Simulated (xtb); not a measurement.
Job for xtb: GFN-FF on C2H9NSe (a complex).

```
$ xtb mol.xyz --gfnff --sp --chrg 0 --uhf 0
13

C     -0.79871167     0.06319504    -1.83228020
Se    -0.60524658     0.35728083     0.09725114
C      1.31832782     0.72986739     0.10269614
H     -0.17823772    -0.77308409    -2.14771730
H     -1.84516937    -0.16982911    -2.01792372
H     -0.52507466     0.96420178    -2.37730074
H      1.85964807    -0.11303527    -0.32245243
H      1.58658715     0.85643504     1.14919283
H      1.52512881     1.63788108    -0.45972760
N      0.40566813     0.15567946     3.40338713
H      0.80109611    -0.21467354     4.25995758
H     -0.33995965     0.79175705     3.66243857
H     -0.02323557    -0.61591266     2.90344170
```

Predict the final total energy.

-1.6266 hartree.
